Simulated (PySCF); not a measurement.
# How methods differ on the ionisation energy of Ca

Ca [Ar] 4s2 (1S) → Ca⁺ [Ar] 4s1 (2S), as a difference of total energies. Computed with PySCF 2.14 in x2c-SVPall, with the spin-free X2C one-electron Hamiltonian (Gaussian nucleus). Correlated levels: valence: [Ar] frozen. The calculations carry no spin-orbit coupling.

```
           method  ionisation energy (eV)
              UHF                   5.151
             TPSS                   6.054
           r2SCAN                   5.875
    MP2 (valence)                   5.620
SCS-MP2 (valence)                   5.714
   CCSD (valence)                   5.881
```

Errors of the correlated levels include the incompleteness of this basis and the frozen core.

With two correlated electrons CCSD is exact in that space.

The coupled-cluster amplitudes are large for Ca (T1 above 0.03 or a double amplitude above 0.15), so a single reference is strained.

Task: Which method comes closest to the reference value, and which is furthest?

Result: The reference is 6.113 eV (measured; NIST Atomic Spectra Database, ionization energies). Closest: TPSS (error -0.059 eV); furthest: UHF (error -0.962 eV).
